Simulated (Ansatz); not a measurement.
Steps of a relaxation of C2H6ClFHfOS, SMILES `C[O][Hf]([F])([Cl])[S]C` with RKS PBE0-D4/def2-TZVP.

```sh
$ ansatz run in.yaml --threads 2 --pin off --events-out ev --progress --plain --max-ram 32768MiB --backend cuda --devices 0, --max-vram 18GiB
```

```yaml
crystal:
  periodic: [false, false, false]
  atoms:
    - {symbol: C, position_ang: [1.152340, -0.265270, 1.463120]}
    - {symbol: O, position_ang: [1.455260, 0.972730, 0.877410]}
    - {symbol: Hf, position_ang: [0.629870, 1.255590, -0.747010]}
    - {symbol: F, position_ang: [1.049220, -0.282490, -1.722960]}
    - {symbol: Cl, position_ang: [1.611800, 2.933690, -1.895510]}
    - {symbol: S, position_ang: [-1.738410, 1.101260, -0.323130]}
    - {symbol: C, position_ang: [-1.824700, -0.720700, -0.597330]}
    - {symbol: H, position_ang: [1.342250, -1.087290, 0.749090]}
    - {symbol: H, position_ang: [1.796300, -0.415880, 2.336750]}
    - {symbol: H, position_ang: [0.101900, -0.280540, 1.800520]}
    - {symbol: H, position_ang: [-2.294850, -0.899030, -1.561940]}
    - {symbol: H, position_ang: [-2.449600, -1.138130, 0.188820]}
    - {symbol: H, position_ang: [-0.831390, -1.173930, -0.567820]}
basis:
  gaussian: {orbitals: def2-TZVP}
hamiltonian: {xc: pbe0, dispersion: d4}
relax: {f_tol: 0.005, max_steps: 150}
```

Positions (Å) and forces (eV/Å) along the path, 11 of 25 steps:

```xyz
13
step=1 energy=-31595.7257 eV
C     1.152   -0.265    1.463    0.077   -0.493    0.691
O     1.455    0.973    0.877    1.071   -0.141    1.915
Hf    0.630    1.256   -0.747   -1.413   -0.034   -1.441
F     1.049   -0.282   -1.723    0.254   -0.911   -0.523
Cl    1.612    2.934   -1.896    0.665    1.647   -0.831
S    -1.738    1.101   -0.323   -0.618   -0.003   -0.002
C    -1.825   -0.721   -0.597   -0.007    0.329    0.081
H     1.342   -1.087    0.749   -0.113    0.080    0.288
H     1.796   -0.416    2.337   -0.061   -0.072   -0.085
H     0.102   -0.281    1.801    0.255   -0.127   -0.069
H    -2.295   -0.899   -1.562    0.096   -0.068   -0.039
H    -2.450   -1.138    0.189    0.045   -0.051    0.062
H    -0.831   -1.174   -0.568   -0.252   -0.157   -0.048
13
step=5 energy=-31596.2906 eV
C     1.301   -0.341    1.713    0.154    0.223   -0.056
O     1.371    0.685    0.740   -0.218   -0.463    0.043
Hf    0.673    1.177   -0.974    0.179   -0.169    0.095
F     1.134   -0.272   -2.136   -0.046    0.208    0.112
Cl    1.434    3.301   -1.675   -0.025   -0.086    0.052
S    -1.742    1.139   -0.795   -0.025   -0.104   -0.050
C    -1.961   -0.682   -0.715   -0.078    0.057    0.067
H     1.447   -1.329    1.252    0.002    0.164    0.035
H     2.084   -0.195    2.470   -0.122    0.026   -0.182
H     0.327   -0.330    2.217    0.073    0.055   -0.074
H    -2.527   -1.003   -1.592    0.044    0.045    0.077
H    -2.522   -0.915    0.193    0.076    0.007   -0.122
H    -1.019   -1.235   -0.698   -0.013    0.037    0.004
13
step=9 energy=-31596.3885 eV
C     1.335   -0.357    1.809    0.075    0.061   -0.009
O     1.138    0.377    0.639   -0.019   -0.072    0.016
Hf    0.605    1.085   -1.030    0.003    0.052    0.025
F     1.154   -0.161   -2.365    0.009   -0.020   -0.027
Cl    1.468    3.247   -1.385    0.003   -0.010    0.008
S    -1.816    1.161   -1.053   -0.012    0.000    0.004
C    -1.978   -0.642   -0.783   -0.019   -0.032    0.002
H     1.544   -1.405    1.566   -0.014    0.038    0.041
H     2.186    0.050    2.368   -0.072   -0.033   -0.042
H     0.443   -0.306    2.440    0.029   -0.016   -0.007
H    -2.700   -1.028   -1.502    0.018    0.007    0.009
H    -2.334   -0.828    0.230    0.020    0.011   -0.030
H    -1.044   -1.193   -0.934   -0.023    0.013    0.008
13
step=10 energy=-31596.3935 eV
C     1.348   -0.356    1.814   -0.013   -0.027    0.018
O     1.102    0.299    0.611    0.018    0.035   -0.015
Hf    0.595    1.072   -1.037   -0.056   -0.071   -0.025
F     1.135   -0.138   -2.411    0.009    0.026    0.019
Cl    1.489    3.230   -1.321    0.010    0.016    0.005
S    -1.828    1.164   -1.071    0.026    0.002    0.014
C    -1.987   -0.638   -0.790    0.009    0.004   -0.002
H     1.578   -1.409    1.628    0.007    0.002    0.023
H     2.197    0.102    2.330   -0.003    0.010   -0.024
H     0.470   -0.294    2.463    0.009   -0.003    0.002
H    -2.683   -1.036   -1.527   -0.001    0.003   -0.004
H    -2.371   -0.814    0.214    0.008    0.001   -0.014
H    -1.044   -1.183   -0.905   -0.022    0.004    0.003
13
step=11 energy=-31596.3951 eV
C     1.381   -0.344    1.833    0.017    0.044   -0.038
O     1.094    0.255    0.605    0.018   -0.086    0.126
Hf    0.581    1.043   -1.033    0.036    0.012    0.001
F     1.134   -0.136   -2.429   -0.002    0.004    0.007
Cl    1.494    3.202   -1.256   -0.011   -0.016   -0.008
S    -1.838    1.167   -1.073   -0.005    0.003    0.003
C    -2.020   -0.636   -0.823    0.031   -0.001    0.024
H     1.629   -1.402    1.695    0.000    0.057   -0.031
H     2.232    0.157    2.306   -0.053   -0.032   -0.037
H     0.517   -0.273    2.501    0.009    0.018   -0.022
H    -2.716   -1.018   -1.567   -0.018    0.001   -0.015
H    -2.405   -0.821    0.178   -0.031   -0.011    0.011
H    -1.084   -1.194   -0.936    0.008    0.008   -0.020
13
step=12 energy=-31596.3961 eV
C     1.387   -0.343    1.840    0.047    0.023   -0.031
O     1.097    0.252    0.613   -0.003   -0.019    0.034
Hf    0.585    1.041   -1.026    0.014    0.009   -0.001
F     1.136   -0.138   -2.421   -0.006   -0.007    0.004
Cl    1.489    3.200   -1.271   -0.003   -0.009    0.006
S    -1.835    1.168   -1.060    0.000    0.005    0.014
C    -2.026   -0.637   -0.828    0.010   -0.002   -0.021
H     1.641   -1.399    1.698   -0.011    0.039    0.007
H     2.238    0.163    2.308   -0.044   -0.031   -0.009
H     0.524   -0.272    2.508    0.012   -0.001   -0.008
H    -2.723   -1.004   -1.580   -0.008   -0.007   -0.004
H    -2.420   -0.834    0.168    0.002   -0.001    0.002
H    -1.092   -1.196   -0.950   -0.010    0.001    0.007
13
step=14 energy=-31596.3971 eV
C     1.423   -0.327    1.860   -0.001   -0.001    0.003
O     1.111    0.247    0.630    0.008    0.000    0.005
Hf    0.585    1.028   -1.007   -0.012    0.000   -0.013
F     1.116   -0.164   -2.398   -0.003    0.000    0.002
Cl    1.493    3.183   -1.262    0.003    0.003    0.001
S    -1.836    1.168   -1.023    0.001   -0.024    0.004
C    -2.059   -0.643   -0.864   -0.016    0.007   -0.009
H     1.689   -1.379    1.729    0.001   -0.003    0.003
H     2.269    0.195    2.315    0.002    0.003   -0.003
H     0.566   -0.259    2.536   -0.005   -0.002    0.004
H    -2.763   -0.966   -1.631    0.022    0.009    0.019
H    -2.458   -0.871    0.123    0.007    0.004   -0.015
H    -1.135   -1.212   -1.007   -0.008    0.005    0.000
13
step=19 energy=-31596.3974 eV
C     1.436   -0.321    1.868   -0.001    0.000    0.002
O     1.118    0.239    0.634    0.002   -0.001   -0.003
Hf    0.577    1.017   -1.000    0.006    0.000    0.004
F     1.085   -0.183   -2.395   -0.002    0.000    0.000
Cl    1.503    3.163   -1.267   -0.001    0.001   -0.001
S    -1.842    1.175   -0.993   -0.003    0.003    0.001
C    -2.067   -0.637   -0.877    0.003   -0.003   -0.004
H     1.737   -1.365    1.743    0.000    0.002    0.001
H     2.261    0.229    2.330   -0.002   -0.001   -0.002
H     0.571   -0.280    2.536    0.001   -0.001   -0.001
H    -2.761   -0.944   -1.658   -0.002   -0.001   -0.001
H    -2.477   -0.887    0.100    0.000    0.001    0.002
H    -1.142   -1.204   -1.021   -0.001    0.001    0.002
13
step=23 energy=-31596.3975 eV
C     1.436   -0.324    1.864    0.002   -0.001    0.003
O     1.126    0.235    0.627    0.000   -0.001   -0.001
Hf    0.580    1.014   -1.004   -0.001    0.000    0.001
F     1.076   -0.187   -2.402    0.000    0.000    0.000
Cl    1.508    3.158   -1.277    0.000    0.000    0.000
S    -1.839    1.180   -0.984    0.000   -0.003    0.000
C    -2.068   -0.632   -0.870   -0.001    0.003    0.000
H     1.779   -1.355    1.738   -0.001    0.002   -0.001
H     2.229    0.252    2.349   -0.002   -0.001   -0.001
H     0.555   -0.321    2.512    0.001    0.000   -0.002
H    -2.743   -0.942   -1.666    0.001    0.000    0.001
H    -2.501   -0.877    0.099    0.001    0.000   -0.002
H    -1.140   -1.200   -0.987    0.000    0.000    0.000
13
step=24 energy=-31596.3975 eV
C     1.437   -0.325    1.864    0.001   -0.001    0.001
O     1.128    0.234    0.626   -0.002    0.000    0.000
Hf    0.579    1.013   -1.005    0.001    0.001   -0.001
F     1.074   -0.188   -2.403    0.000    0.000    0.000
Cl    1.509    3.157   -1.277    0.000   -0.001    0.000
S    -1.839    1.181   -0.983    0.000   -0.002    0.001
C    -2.068   -0.631   -0.869   -0.001    0.005    0.001
H     1.788   -1.353    1.738    0.000    0.002    0.001
H     2.224    0.257    2.352   -0.001   -0.001   -0.001
H     0.553   -0.329    2.509    0.002    0.000   -0.001
H    -2.739   -0.941   -1.668    0.001   -0.001    0.000
H    -2.506   -0.875    0.098    0.001   -0.001   -0.001
H    -1.140   -1.199   -0.981    0.001   -0.002    0.000
13
step=25 energy=-31596.3975 eV
C     1.437   -0.325    1.863    0.001   -0.001    0.000
O     1.128    0.233    0.625   -0.001    0.001    0.000
Hf    0.580    1.013   -1.005   -0.002   -0.003    0.001
F     1.070   -0.190   -2.403    0.002    0.001    0.000
Cl    1.511    3.156   -1.278    0.001    0.001   -0.001
S    -1.838    1.182   -0.981    0.000    0.000    0.001
C    -2.068   -0.630   -0.868    0.000    0.002    0.000
H     1.795   -1.351    1.737   -0.001    0.002    0.001
H     2.219    0.261    2.355   -0.001   -0.001   -0.001
H     0.552   -0.336    2.505    0.002    0.000   -0.001
H    -2.736   -0.941   -1.671    0.000    0.000    0.000
H    -2.510   -0.874    0.096    0.000    0.000    0.000
H    -1.139   -1.198   -0.976    0.000    0.000    0.000
```

It took 2.6 min on 2 threads of an AMD EPYC 7R13 on a shared host and a share of an NVIDIA H100 80 GB, with 0.96 GiB of host memory at the peak.
